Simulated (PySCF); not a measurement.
Species: C5H9OS (doublet state).
Structure used (GFN2-xTB), in Å, numbered top down from 1:
```xyz
16
C5H9OS angstrom
C     -2.654    0.432    0.365
C     -1.491   -0.336    0.129
O     -1.349   -1.482    0.560
C     -0.413    0.342   -0.711
C      0.864   -0.488   -0.789
C      1.598   -0.530    0.542
S      2.164    1.118    1.093
H     -3.460    0.016    0.943
H     -2.758    1.429   -0.024
H     -0.199    1.323   -0.281
H     -0.818    0.500   -1.714
H      0.602   -1.515   -1.055
H      1.523   -0.086   -1.564
H      2.474   -1.175    0.492
H      0.936   -0.885    1.330
H      2.973    1.346    0.057
```

The hyperfine couplings belong to this conformer and change with its torsions.

The species is `[CH2]C(=O)CCCS` [radical].

Level of theory: UKS B3LYP, pcH-1 on C H O S, non-relativistic, mean-field spin-orbit, GIAO (PySCF 2.14.0). The structure is a single GFN2-xTB conformer in the gas phase; no vibrational or solvent corrections. A GFN2-xTB geometry isn't a minimum of the functional, and hyperfine couplings can be far from their values at a DFT geometry. Stability of the SCF solution: not tested.

(1) Where do the isotropic ENDOR lines of H9, H8, H10/H11 and H12/H13 fall at 3360.1 mT, to first order?

(2) Which pairs are centred on the nuclear Larmor frequency, and which on half the coupling?

(3) At what field would the lower line of H9 fall to zero frequency?

Answers

(1) For S = 1/2 in fast tumbling each set of equivalent nuclei gives two lines, ν± = |νn ± a/2| to first order, with νn = g_N μN B/h and μN/h = 7.62259 MHz/T.

```
 nuclei  isotope     g_N  νn (MHz)  a_iso (MHz)  lower line (MHz)  upper line (MHz)
     H9       1H  5.5857    143.06       -53.51            116.31            169.82
     H8       1H  5.5857    143.06       -52.86            116.64            169.49
H10/H11       1H  5.5857    143.06         3.13            141.50            144.63
H12/H13       1H  5.5857    143.06         0.98            142.57            143.55
```

(2) Centred on νn, since |a| < 2νn: H9, H8, H10/H11 and H12/H13. No pair has |a| > 2νn.

(3) Where νn = |a|/2, that is B = 26.76 MHz/(5.5857 × 7.62259 MHz/T) = 628 mT, as far as first order holds there.

Means are taken over nuclei equivalent by connectivity, which assumes that they swap fast. H8 and H9 aren't averaged: C1 is flat or nearly so (angle sum 360°), and its turn about the short C1–C2 bond (1.41 Å) is taken as slow.

Largest spin populations (Mulliken): C1 (+0.89), O3 (+0.30) and C2 (-0.13). The angles at C1 add up to 360.0°, so it is planar; its axial dipolar tensor and the negative couplings of its protons fit spin in a p orbital normal to that plane.
